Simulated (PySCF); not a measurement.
**Polarisability and C₆ of Kr²⁺ (krypton, charge +2)**

[Ar] 3d10 4s2 4p4, high-spin 3P determinant. Calculation: PySCF 2.14, in aug-cc-pVQZ-DK (8s7p5d3f2g, 93 functions); scalar relativity by spin-free X2C-1e. Coupled (time-dependent) response in atomic units; α is the mean over directions.

```tsv
method	mean α (bohr³)	α xx, yy, zz	C₆ (like pair)	S(−4)
UHF	7.422	7.448, 7.372, 7.448	36.32	10.55
PBE	7.483	7.435, 7.580, 7.435	36.63	10.83
PBE0	7.422	7.396, 7.473, 7.396	36.26	10.58
```

S(−4) is the Cauchy moment in α(ω) = α(0) + S(−4) ω² + …

Spin-orbit coupling is absent.

α(iu) at UHF:

| u (hartree) | α(iu) (bohr³) |
| --- | --- |
| 0 | 7.422 |
| 0.0500 | 7.396 |
| 0.100 | 7.319 |
| 0.200 | 7.025 |
| 0.300 | 6.591 |
| 0.500 | 5.521 |
| 0.750 | 4.226 |
| 1.00 | 3.210 |
| 1.50 | 1.946 |
| 2.00 | 1.286 |
| 3.00 | 0.6871 |
| 5.00 | 0.3050 |

For an ion, C₆ is the dispersion term alone; charge-induced terms of lower order in 1/R come first.

The components differ because the open shell of this determinant is not spherical; for a pure term their mean is the scalar polarisability.
